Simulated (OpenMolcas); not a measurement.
Cu: CASPT2 settings compared

```
Program             : OpenMolcas
Basis               : ANO-RCC-VDZP [5s4p2d1f]
Scalar Hamiltonian  : DKH2, point nucleus
Active space        : 11 electrons in 6 orbitals (3d 4s)
State averaging     : 2S+1 = 2 even, 6 roots
Spin-orbit coupling : state interaction with AMFI integrals over the reference wave functions, term energies averaged over their components
```

Methods on the same reference wave functions:
A. CASSCF
B. SS-CASPT2, IPEA 0.6 Eh, real shift 0.15 Eh (closed shells correlated: 3s 3p)
C. SS-CASPT2, IPEA 0.2 Eh, imaginary shift 0.4 Eh (closed shells correlated: 3s 3p)
D. XMS-CASPT2, IPEA 0.15 Eh, real shift 0.4 Eh (closed shells correlated: 2s 2p 3s 3p)

Energies in cm-1 above 3d10 4s 2S 1/2, the measured ground level; measured values from NIST Handbook of Basic Atomic Spectroscopic Data.

```
         Level       A      B      C      D  Measured
3d9 4s2 2D 5/2  -17555  13830  13530  26830     11203
3d9 4s2 2D 3/2  -15528  15850  15550  28850     13245
3d10 4s 2S 1/2     0.0    0.0    0.0    0.0       0.0
```

A puts 3d9 4s2 2D 5/2 lowest.

Deviations, from unrounded energies. A percentage is the sum of absolute deviations over the sum of measured energies, with the sign that they share, or ± where signs differ.

| Against measurement | Levels | A | B | C | D |
| --- | --- | --- | --- | --- | --- |
| mean absolute deviation (cm-1) | 2 | 29000 | 2600 | 2300 | 16000 |
| other configurations (%) | 2 | -235.3 | +21.4 | +18.9 | +127.8 |

C lies closest to measurement on these levels and A furthest from it. The largest miss of C in the table is 3d9 4s2 2D 5/2, by +2300 cm-1. The ranking rests on the paired levels alone, and a cruder setting can come out closer through cancelling errors.

Among B to D the level of the table that moves most is 3d9 4s2 2D 3/2, by 13000 cm-1 (lowest in C, highest in D). Moves below CASPT2's spread within the term are not significant.

The lowest spin-free term lies below A's lowest term by 0.658 hartree in B, 0.661 hartree in C, 0.751 hartree in D.

CASPT2 does not keep the components of a term degenerate, so their means are used; among the terms shown or strongly mixed into the levels shown the widest spread is 65 cm-1 (3d9 4s2 2D, D). A single d shell beside an s shell can misplace configurations of different d count against each other. Without dynamic correlation excited terms often stand tens of per cent too high (terms of higher spin than the ground term too low), and those without a measured partner can miss by more than the paired ones (holds for A). The lowest computed level is not the ground level that NIST lists (2S1/2) (holds for A). Computed and measured levels are paired by configuration, term and J; levels that our copy of the source lacks, or whose pairing is in doubt (as where it misses far off the trend of its configuration), stay unpaired and out of the deviations. Only configurations of the active space appear.
